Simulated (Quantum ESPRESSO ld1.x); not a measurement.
Spin polarisation of the 5p1 shell in Sb2+. Start: [Kr] 4d10 5s2 5p(up 0.5, down 0.5); electrons of 5p are moved from spin down to spin up, other shells keep equal spins. Calculated with ld1.x of Quantum ESPRESSO 7.5: scalar-relativistic Kohn-Sham, LDA (Slater exchange, Perdew-Zunger correlation), spin-polarised, spherical densities, point nucleus.

| moment (Bohr magnetons) | E - E(0) (eV) | e(5p up) (eV) | e(5p down) (eV) | 5s down minus up (eV) | 4d down minus up (eV) |
|---|---|---|---|---|---|
| 0 | 0.000 | -20.413 | -20.413 | 0.000 | 0.000 |
| 0.25 | -0.011 | -20.500 | -20.321 | 0.169 | 0.034 |
| 0.5 | -0.045 | -20.582 | -20.223 | 0.339 | 0.068 |
| 0.75 | -0.101 | -20.660 | -20.118 | 0.512 | 0.102 |
| 1 | -0.180 | -20.735 | -20.005 | 0.687 | 0.136 |

At moment 1 the spin-polarisation energy is -0.180 eV and the 5p exchange splitting 0.731 eV, that is 0.731 eV per Bohr magneton; E = -I m^2/4 would give I = 0.722 eV.
